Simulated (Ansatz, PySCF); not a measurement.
1-chloro-1-fluorocyclobutane (C4H6ClF), SMILES C1(CCC1)(F)Cl. Atoms are numbered in the order given.

```xyz
12

F      1.5154     0.6558     0.0000
C      0.2977     0.0784     0.0000
Cl    -0.9382     1.3785     0.0000
C      0.0210    -0.9663    -1.0801
C     -0.6996    -1.8001     0.0000
C      0.0210    -0.9663     1.0801
H      0.9767    -1.4220    -1.3809
H     -0.5318    -0.6410    -1.9710
H     -0.5174    -2.8830     0.0000
H     -1.7832    -1.6179     0.0000
H     -0.5318    -0.6410     1.9710
H      0.9767    -1.4220     1.3809
```

The structure is a stationary point at PBE0-D3(BJ)/def2-SVP.

Two levels are set side by side: PBE-D3(BJ)/def2-SVP (Ansatz, a quantum-chemistry and plane-wave program) and PBE0-D3(BJ)/def2-SVP (Ansatz). Each level has its own optimised geometry; the coordinates shown are those of the second. Frequencies come from the Hessian of PySCF at each geometry. Differences are taken from unrounded values.

```json
[
 {"quantity": "mean bond length (Å)", "PBE0-D3(BJ)": "1.323"},
 {"quantity": "bond F1–C2 (Å)", "PBE0-D3(BJ)": "1.348"},
 {"quantity": "bond C2–Cl3 (Å)", "PBE0-D3(BJ)": "1.794"},
 {"quantity": "bond C2–C4 (Å)", "PBE0-D3(BJ)": "1.528"},
 {"quantity": "bond C2–C6 (Å)", "PBE0-D3(BJ)": "1.528"},
 {"quantity": "bond C4–C5 (Å)", "PBE0-D3(BJ)": "1.543"},
 {"quantity": "bond C5–C6 (Å)", "PBE0-D3(BJ)": "1.543"},
 {"quantity": "bond C4–H7 (Å)", "PBE0-D3(BJ)": "1.101"},
 {"quantity": "bond C4–H8 (Å)", "PBE0-D3(BJ)": "1.098"},
 {"quantity": "bond C5–H9 (Å)", "PBE0-D3(BJ)": "1.098"},
 {"quantity": "bond C5–H10 (Å)", "PBE0-D3(BJ)": "1.099"},
 {"quantity": "bond C6–H11 (Å)", "PBE0-D3(BJ)": "1.098"},
 {"quantity": "bond C6–H12 (Å)", "PBE0-D3(BJ)": "1.101"},
 {"quantity": "highest harmonic wavenumber (cm⁻¹)", "PBE0-D3(BJ)": "3184"},
 {"quantity": "mean harmonic wavenumber (cm⁻¹)", "PBE0-D3(BJ)": "1377"},
 {"quantity": "zero-point energy (kcal/mol)", "PBE0-D3(BJ)": "59.05"}
]
```

Question: What does PBE-D3(BJ) give, and how far is it from PBE0-D3(BJ)? (An estimate is asked for; the answer gives what the named calculation found.)

Answer: 
```
quantity                            PBE-D3(BJ)  PBE-D3(BJ) minus PBE0-D3(BJ)
----------------------------------  ----------  ----------------------------
mean bond length (Å)                     1.334                         0.011
bond F1–C2 (Å)                           1.362                         0.015
bond C2–Cl3 (Å)                          1.817                         0.023
bond C2–C4 (Å)                           1.539                         0.011
bond C2–C6 (Å)                           1.539                         0.011
bond C4–C5 (Å)                           1.554                         0.011
bond C5–C6 (Å)                           1.554                         0.011
bond C4–H7 (Å)                           1.109                         0.008
bond C4–H8 (Å)                           1.106                         0.008
bond C5–H9 (Å)                           1.106                         0.008
bond C5–H10 (Å)                          1.107                         0.008
bond C6–H11 (Å)                          1.106                         0.008
bond C6–H12 (Å)                          1.109                         0.008
highest harmonic wavenumber (cm⁻¹)        3093                           -91
mean harmonic wavenumber (cm⁻¹)           1328                           -49
zero-point energy (kcal/mol)             56.96                         -2.09
```

GGA bonds tend to be longer and softer than those of functionals with exact exchange. Differences between two approximate levels are no errors against the true value.
